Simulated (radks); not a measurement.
Values are calculated unless marked as measured or tabulated.
V2+, 21 electrons, occupied as [Ar] 3d3.

Code: a radial shooting solver on a logarithmic mesh with Libxc functionals. Model: Dirac Kohn-Sham, BLYP, spin-unpolarised, spherical densities, point nucleus; open shells fill j = l - 1/2 first.

Energy parts (Ry):
| part | energy |
|---|---|
| total | -1896.98146 |
| kinetic | 1917.50491 |
| electron-nucleus | -4492.09324 |
| Hartree | 767.75124 |
| exchange-correlation | -90.14438 |

Orbitals (lengths in bohr, moments of r in powers of bohr):
orbital  occ.  eigenvalue (Ry)  <1/r>
1s1/2       2        -395.6165  22.84
2s1/2       2        -45.49452  4.811
2p1/2       2        -38.54985  4.750
2p3/2       4        -38.02723  4.684
3s1/2       2         -6.36247  1.489
3p1/2       2         -4.48377  1.363
3p3/2       4         -4.42227  1.349
3d3/2       3         -1.56924  1.004
3d5/2       0         -1.56403  1.000

The highest occupied level is 3d3/2 at -21.351 eV. The density falls to 0.001 e/bohr^3 at r = 3.17 bohr. For comparison, the ionisation energy in NIST's Atomic Spectra Database is 29.311 eV (measured). In exact Kohn-Sham theory the highest level is minus the ionisation energy, but local and semilocal functionals leave it too shallow, through self-interaction and a potential that decays too fast; potentials with the right tail come closer.

Beside tabulated values, note that spin-unpolarised runs miss the spin-polarisation part of the exchange energy of open shells.
